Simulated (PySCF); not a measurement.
NMR data simulated for an unnamed compound:

1H NMR (600 MHz, computed): δ 4.51 (m, 1H), 4.31 (m, 1H), 4.18 (m, 1H), 1.20 (m, 2H), 0.22 (m, 3H).

13C{1H} NMR (computed): δ 142.2 (C), -10.5 (CH3).

Theory: geometry: GFN2-xTB, σ from GIAO-PBE0/pcSseg-1, in PySCF 2.14 (non-relativistic Hamiltonian, one averaged value for each set of equivalent atoms, a single conformation, in vacuum).

References, each an isolated molecule treated in the same way: TMS for 1H (σref 31.72) and 13C (σref 186.93).

Which of these does the molecule contain: a carboxylic acid, a CF3 group, a Si–H bond, an OH group, a Si–CH3 group, a nitrile?

Answers


- A carboxylic acid: no.
- A CF3 group: yes (δC 142.2).
- A Si–H bond: yes (δH 4.31 (m), 4.18 (m)).
- An OH group: no.
- A Si–CH3 group: yes (δC -10.5; δH 0.22 (m)).
- A nitrile: no.

The data belong to `C[SiH2][Si@@H](P)C(F)(F)F`, C$_{2}$H$_{8}$F$_{3}$PSi$_{2}$; they needn't prove each group on their own.

Carbon signals by region: 1 in the sp2 and nitrile region (100–160 ppm), 1 below 50 ppm.

Splittings by 19F and 31P in the carbon and heteronuclear signals aren't shown, as no couplings were computed. Shifts are as computed. Against solution values, carbons near 30 ppm lie about +3 ppm off and those near 130 ppm about +5 ppm. Of 1211 compounds with measured shifts, 218 miss one by over three times the rms of a fit or turn the order of signals round; such compounds aren't used in these exercises. Multiplicities follow the n + 1 count of equivalent neighbours, as no J values were calculated; m marks all less simple cases, F and P coupling included.
